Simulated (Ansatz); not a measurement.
Relaxation of BClFH$_{4}$NO (9 atoms, charge 0, multiplicity 1), to a largest force component of 0.03 eV/Å in at most 50 steps.

These are results of RHF/def2-SVPD in Ansatz 0.2.0, not measurements.

```xyz
9
Properties=species:S:1:pos:R:3
B 0.000 0.117 0.186
N -0.037 0.191 1.667
H -0.909 0.213 2.152
H 0.707 0.639 2.160
Cl 1.552 0.528 -0.614
O -1.054 -0.170 -0.589
H -1.798 -0.566 -0.168
F 0.296 -2.375 0.536
H 0.483 -1.978 1.333
```

Question: Where does it end, and by what steps?

Answer: It converged. After 13 steps the energy has fallen by 0.324 eV; F8 moved furthest, 1.12 Å.

```
step  energy less start (eV)  largest force component (eV/Å)  accepted
   0                  0.0000                           2.057       yes
   1                 -0.1416                           1.145       yes
   2                 -0.1614                           1.921       yes
   3                 -0.2255                           1.762       yes
   4                 -0.2884                           0.257       yes
   5                 -0.3086                           0.160       yes
   6                 -0.2965                           1.497        no
   7                 -0.3163                           0.077       yes
   8                 -0.3193                           0.102       yes
   9                 -0.3216                           0.071       yes
  10                 -0.3228                           0.091       yes
  11                 -0.3232                           0.085       yes
  12                 -0.3235                           0.040       yes
  13                 -0.3236                           0.016       yes
```

```xyz
9
Properties=species:S:1:pos:R:3
B -0.044 0.368 0.070
N 0.025 -0.027 1.433
H -0.811 -0.171 1.963
H 0.787 0.290 1.996
Cl 1.413 1.094 -0.673
O -1.120 0.202 -0.715
H -1.867 -0.234 -0.341
F 0.431 -2.915 1.509
H 0.425 -2.010 1.419
```

Whether the end is a true minimum wasn't checked by a vibrational analysis.

Time of the run: 24 s on 4 threads of Arm Neoverse V1 (shared host), peak memory 0.38 GiB.
